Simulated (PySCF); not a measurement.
Positional isomers: thiophene hydroxy+boryl. All species are isolated molecules in the gas phase. One relaxed conformer stands for each flexible species; it need not be the lowest. Strings in code marks are SMILES. All members: neutral, multiplicity 1. Level: ωB97X-D3(BJ)/def2-TZVP // PBE0-D3(BJ)/def2-SVP (PySCF). Delta-SCF ions had no search for a lower state.  The removal energy is E(N − 1 electrons) − E(N electrons) at the parent's geometry; ε(HOMO) is measured against the vacuum level.

```json
[
 {"species": "`Bc1csc(O)c1` (H–B–C–C torsion -180°, S–C–O–H torsion 0°)", "−ε(HOMO) (eV)": "8.67", "vertical ionisation energy (Delta-SCF) (eV)": "8.40"},
 {"species": "`Bc1ccsc1O` (H–B–C–C torsion -180°, S–C–O–H torsion 0°)", "−ε(HOMO) (eV)": "8.73", "vertical ionisation energy (Delta-SCF) (eV)": "8.47"},
 {"species": "`Bc1cscc1O` (H–B–C–C torsion 180°, C–C–O–H torsion -180°)", "−ε(HOMO) (eV)": "8.80", "vertical ionisation energy (Delta-SCF) (eV)": "withheld"},
 {"species": "`Bc1ccc(O)s1` (H–B–C–S torsion 0°, S–C–O–H torsion 0°)", "−ε(HOMO) (eV)": "8.83", "vertical ionisation energy (Delta-SCF) (eV)": "8.57"},
 {"species": "`Bc1sccc1O` (H–B–C–S torsion 180°, C–C–O–H torsion -180°)", "−ε(HOMO) (eV)": "8.88", "vertical ionisation energy (Delta-SCF) (eV)": "8.68"}
]
```

Task: Fit vertical ionisation energy (Delta-SCF) = a + b·x to the 4 complete rows by least squares, with x = −ε(HOMO) in eV. Give a, b and the rms residual, and predict the withheld value.

Result: Means of the 4 rows: x̄ = 8.7775, ȳ = 8.53 eV. Σ(x − x̄)² = 0.027075 and Σ(x − x̄)(y − ȳ) = 0.0343, so b = 1.267 and a = ȳ − b·x̄ = -2.591 eV. The rms residual is 0.017 eV. At x = 8.8 the line gives 8.56 eV. The run for `Bc1cscc1O` (H–B–C–C torsion 180°, C–C–O–H torsion -180°) gave 8.58 eV, so the line is off by 0.02 eV, within twice the rms residual.

Codes: PySCF.
